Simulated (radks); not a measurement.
The numbers below are computed, except where a source is named.
The nuclear charge of neutral neodymium is varied continuously with 60 electrons held in [Xe] 4f4 6s2. Code: a radial shooting solver on a logarithmic mesh with Libxc functionals. Model: Dirac Kohn-Sham, PBE, spin-unpolarised, spherical densities, finite nucleus; open shells are shared between the two j in proportion to 2j + 1; Fermi nuclear charge, rms radius 4.9123 fm. By the Hellmann-Feynman theorem dE/dZ = E(electron-nucleus)/Z, the electronic potential at the nucleus (averaged over a nucleus of fixed radius).

Z,E (hartree),E(electron-nucleus)/Z (hartree),HOMO,e(HOMO) (eV),<r> HOMO (bohr)
59.9,-9590.1858,-391.159,4f7/2,-0.494,1.182
60,-9629.3494,-392.114,4f7/2,-1.578,1.142
60.1,-9668.6086,-393.068,4f7/2,-2.749,1.112
60.2,-9707.9631,-394.021,4f7/2,-3.990,1.086
60.3,-9747.4128,-394.973,6s1/2,-5.203,4.167
60.4,-9786.9577,-395.924,6s1/2,-5.811,4.087
60.5,-9826.5977,-396.875,6s1/2,-6.437,4.011
60.6,-9866.3328,-397.826,6s1/2,-7.081,3.940
60.7,-9906.1629,-398.777,6s1/2,-7.741,3.872
60.8,-9946.0881,-399.727,6s1/2,-8.418,3.808
60.9,-9986.1084,-400.678,6s1/2,-9.110,3.748
61,-10026.2237,-401.628,6s1/2,-9.818,3.690

The central difference of E at Z = 60 is -392.114 hartree, to compare with the third column; the second derivative is -9.55 hartree. No converged solution with all levels bound was reached at Z = 59.8.
